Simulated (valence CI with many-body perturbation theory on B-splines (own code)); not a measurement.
## Bi³⁴⁺: E2, M1 decay

Method: relativistic CI+MBPT: three valence electrons over a frozen Dirac-Fock core [Kr] 4d10, a basis of 8 s, 8 p, 9 d, 9 f, 6 g, 3 h, 2 i functions for each j, with the one-electron correlation potential Σ1, the two-electron term Σ2, the three-electron term Σ3, Breit, model QED; selected CI, second order for the rest, scaled by the run's own slope (own B-spline code, finite nucleus).

The last digits are not significant, and no measured levels were compared; by estimate large intervals hold to a few tenths of a per cent, small ones and those within an open d or f shell to about a per cent. Core correlation moves these levels by up to 7400 cm⁻¹, and in measured spectra 5 to 20 % of such shifts remained as error; rates that hang on mixing are uncertain with them. The list stops below the first excitations out of the core. Only levels of the ground parity were solved; by the run's estimate the other parity begins above the list, which can be wrong where configurations are misplaced.

Lines 51 to 100 of 120 in falling wavelength, among levels below 1632800 cm⁻¹, chosen from the decays that carry over 1 % of a level's rate. Wavelengths and rates use the calculated energies. Electric multipoles are in the length gauge, E1 and E2 with the static RPA response of the core. Weak lines are less certain than strong ones. Lines between different terms over intervals too small for the method are left out, as are lines whose strength nearly cancels.

Levels are named by their leading jj configuration (3d3/2^4 stands for four electrons in 3d with j = 3/2), which in mixed levels can hold well under half, so a name can repeat and another be missing. Letters in brackets count levels of one name in rising energy.

```tsv
λ vac (nm)	Upper	Lower	Type	A (s⁻¹)	Branch %
171.5	(4f7/2^3) J=15/2	(4f5/2 4f7/2^2) J=15/2	M1	2.37e+03	27.9
170.4	(4f5/2 4f7/2^2) J=7/2 [a]	(4f5/2^2 4f7/2) J=5/2 [a]	M1	4.02e+03	70.6
168.7	(4f5/2^2 4f7/2) J=3/2 [b]	(4f5/2^3) J=5/2	M1	9.72e+02	49.4
163.4	(4f5/2 4f7/2^2) J=5/2 [a]	(4f5/2^2 4f7/2) J=7/2 [b]	M1	4.29e+02	9.4
160.3	(4f7/2^3) J=9/2	(4f5/2 4f7/2^2) J=7/2 [a]	M1	3.20e+03	39.2
160.2	(4f5/2^2 4f7/2) J=5/2 [b]	(4f5/2^3) J=5/2	M1	1.30e+03	42.0
158.3	(4f5/2 4f7/2^2) J=13/2 [b]	(4f5/2 4f7/2^2) J=13/2 [a]	M1	4.17e+02	16.0
157.2	(4f5/2 4f7/2^2) J=3/2 [b]	(4f5/2^2 4f7/2) J=5/2 [b]	M1	8.02e+02	9.4
154.8	(4f5/2 4f7/2^2) J=13/2 [b]	(4f5/2^2 4f7/2) J=11/2 [b]	M1	7.26e+02	27.9
154.5	(4f7/2^3) J=9/2	(4f5/2 4f7/2^2) J=9/2 [b]	M1	1.49e+03	18.3
149.8	(4f5/2 4f7/2^2) J=3/2 [b]	(4f5/2^2 4f7/2) J=3/2 [b]	M1	2.40e+03	28.1
148.7	(4f5/2 4f7/2^2) J=3/2 [b]	(4f5/2^2 4f7/2) J=1/2	M1	3.33e+03	39.0
145.6	(4f5/2 4f7/2^2) J=3/2 [a]	(4f5/2^2 4f7/2) J=3/2 [a]	M1	4.49e+03	80.3
145.2	(4f5/2 4f7/2^2) J=15/2	(4f5/2^2 4f7/2) J=13/2	M1	2.42e+03	61.4
143.3	(4f5/2 4f7/2^2) J=3/2 [a]	(4f5/2^2 4f7/2) J=5/2 [a]	M1	7.17e+02	12.8
143.3	(4f5/2 4f7/2^2) J=9/2 [c]	(4f5/2^2 4f7/2) J=7/2 [b]	M1	2.96e+03	59.2
140.3	(4f5/2 4f7/2^2) J=9/2 [b]	(4f5/2^2 4f7/2) J=9/2	M1	3.18e+03	53.0
139.1	(4f5/2^3) J=5/2	(4f5/2^3) J=9/2	E2	8.58e-01	1.0
135.8	(4f5/2 4f7/2^2) J=7/2 [a]	(4f5/2^2 4f7/2) J=9/2	M1	6.69e+01	1.2
133.5	(4f5/2 4f7/2^2) J=11/2 [a]	(4f5/2^2 4f7/2) J=13/2	M1	5.05e+02	15.0
131.8	(4f5/2 4f7/2^2) J=5/2 [b]	(4f5/2^2 4f7/2) J=5/2 [b]	M1	3.96e+03	33.0
129.7	(4f5/2 4f7/2^2) J=7/2 [b]	(4f5/2^2 4f7/2) J=7/2 [b]	M1	2.63e+02	10.0
128.7	(4f7/2^3) J=3/2	(4f5/2 4f7/2^2) J=3/2 [a]	M1	4.85e+03	48.6
128.3	(4f5/2^2 4f7/2) J=9/2	(4f5/2^3) J=9/2	M1	3.43e+03	96.2
127.8	(4f5/2 4f7/2^2) J=5/2 [a]	(4f5/2^2 4f7/2) J=7/2 [a]	M1	1.73e+03	37.8
127.3	(4f5/2^2 4f7/2) J=11/2 [b]	(4f5/2^2 4f7/2) J=11/2 [a]	M1	4.10e+02	28.7
126.5	(4f5/2 4f7/2^2) J=5/2 [b]	(4f5/2^2 4f7/2) J=3/2 [b]	M1	1.98e+03	16.5
125.8	(4f5/2 4f7/2^2) J=5/2 [a]	(4f5/2^2 4f7/2) J=3/2 [a]	M1	1.30e+03	28.4
125.2	(4f5/2 4f7/2^2) J=11/2 [a]	(4f5/2^2 4f7/2) J=9/2	M1	1.95e+03	57.9
125.0	(4f5/2 4f7/2^2) J=13/2 [a]	(4f5/2^2 4f7/2) J=11/2 [a]	M1	6.49e+03	89.9
125.0	(4f7/2^3) J=15/2	(4f5/2 4f7/2^2) J=13/2 [a]	M1	5.58e+03	65.7
124.1	(4f5/2 4f7/2^2) J=5/2 [a]	(4f5/2^2 4f7/2) J=5/2 [a]	M1	5.50e+02	12.0
122.2	(4f7/2^3) J=9/2	(4f5/2 4f7/2^2) J=9/2 [a]	M1	1.45e+03	17.8
122.0	(4f5/2 4f7/2^2) J=9/2 [a]	(4f5/2^2 4f7/2) J=11/2 [a]	M1	2.47e+02	11.8
118.4	(4f5/2^2 4f7/2) J=1/2	(4f5/2^3) J=3/2	M1	2.46e+03	90.0
117.7	(4f5/2^2 4f7/2) J=3/2 [b]	(4f5/2^3) J=3/2	M1	1.97e+02	10.0
117.2	(4f7/2^3) J=9/2	(4f5/2^2 4f7/2) J=11/2 [b]	M1	8.66e+02	10.6
114.8	(4f5/2 4f7/2^2) J=13/2 [b]	(4f5/2^2 4f7/2) J=15/2	M1	5.44e+02	20.9
113.5	(4f5/2^2 4f7/2) J=5/2 [b]	(4f5/2^3) J=3/2	M1	1.54e+03	49.8
108.2	(4f5/2 4f7/2^2) J=1/2	(4f5/2^2 4f7/2) J=3/2 [a]	M1	4.86e+02	14.1
108.0	(4f5/2 4f7/2^2) J=17/2	(4f5/2^2 4f7/2) J=15/2	M1	1.63e+03	69.7
106.2	(4f5/2 4f7/2^2) J=7/2 [b]	(4f5/2^2 4f7/2) J=7/2 [a]	M1	4.88e+01	1.9
105.0	(4f5/2^2 4f7/2) J=7/2 [a]	(4f5/2^3) J=9/2	M1	6.47e+02	90.7
103.7	(4f5/2 4f7/2^2) J=7/2 [b]	(4f5/2^2 4f7/2) J=5/2 [a]	M1	6.25e+01	2.4
102.1	(4f5/2 4f7/2^2) J=5/2 [b]	(4f5/2^2 4f7/2) J=7/2 [b]	M1	2.48e+03	20.7
100.9	(4f5/2 4f7/2^2) J=9/2 [b]	(4f5/2^2 4f7/2) J=11/2 [a]	M1	8.74e+02	14.6
100.2	(4f5/2 4f7/2^2) J=11/2 [b]	(4f5/2^2 4f7/2) J=13/2	M1	2.99e+02	8.5
98.47	(4f5/2 4f7/2^2) J=5/2 [a]	(4f5/2^3) J=5/2	M1	6.22e+01	1.4
98.33	(4f7/2^3) J=9/2	(4f5/2^2 4f7/2) J=7/2 [b]	M1	2.54e+02	3.1
95.44	(4f5/2 4f7/2^2) J=11/2 [b]	(4f5/2^2 4f7/2) J=9/2	M1	3.28e+02	9.3
```
